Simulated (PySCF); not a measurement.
# Orbital picture of SnCl⁺

M06 at R = 2.299 Å; Sn def2-SVP with ECP28, Cl def2-SVP; scalar-relativistic core potentials (PySCF 2.14). State: ¹Σ⁺ (singlet), closed shell. Only the outer orbitals are listed, counted within each symmetry, core potentials removing the inner ones.

```tsv
orbital	occ.	ε (eV)	on Sn (%)	main shells (%)
7σ	2	-28.44	8	91 Cl s
8σ	2	-19.55	73	72 Sn s, 21 Cl p
9σ	2	-15.04	44	55 Cl p, 22 Sn p, 21 Sn s
4π	2	-14.99	11	89 Cl p, 9 Sn p
4π	2	-14.99	11	89 Cl p, 9 Sn p
5π	0	-9.28	91	91 Sn p, 9 Cl p
5π	0	-9.28	91	91 Sn p, 9 Cl p
10σ	0	-6.30	89	82 Sn p, 14 Cl p
```

Task: Which are the highest filled and the lowest empty level, where do they sit, and how wide is the gap?

Result: Highest filled 4π at -14.99 eV (in %: 89 Cl p, 9 Sn p); lowest empty 5π at -9.28 eV (in %: 91 Sn p, 9 Cl p); the gap at M06 is 5.71 eV.

```json
{
  "bond order (Mayer)": "1.48",
  "⟨S²⟩": "0.000",
  "charge on Sn (Mulliken, basis-dependent)": "1.09",
  "charge on Sn (Löwdin, basis-dependent)": "0.89",
  "dipole moment (positive dipole points towards Cl; it is taken about the centre of mass and depends on that origin)": "-2.96 D"
}
```

Spin–orbit coupling is left out.
